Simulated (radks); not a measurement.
Q: The mean radii <r> (bohr) of the occupied orbitals of an atom or ion are listed with their occupations. Calculated with a radial shooting solver on a logarithmic mesh with Libxc functionals: scalar-relativistic Kohn-Sham, r2SCAN, spin-polarised, spherical densities, finite nucleus; meta-GGA in the generalised Kohn-Sham scheme; Fermi nuclear charge, rms radius of each element as measured or else 0.836 A^(1/3) + 0.57 fm.

| orbital | occ. | <r> |
|---|---|---|
| 1s up | 1 | 0.06948 |
| 1s down | 1 | 0.06933 |
| 2s up | 1 | 0.3092 |
| 2s down | 1 | 0.3108 |
| 2p up | 3 | 0.2714 |
| 2p down | 1 | 0.2734 |
| 3d up | 1 | 0.6983 |

Name the element and its charge. Open shells, if any, are filled with parallel spins first.

A: Z = 22, titanium, charge +13: Ti13+ in [He] 2s2 2p4 3d1. The 1s radius gives Z: for a bare nucleus <r> = (2 gamma + 1)/(2Z) with gamma = sqrt(1 - (Z/c)^2), 0.06759 bohr for Z = 22, and screening makes it slightly larger (0.06948 here). The occupations add up to 9, and the charge is Z minus that.
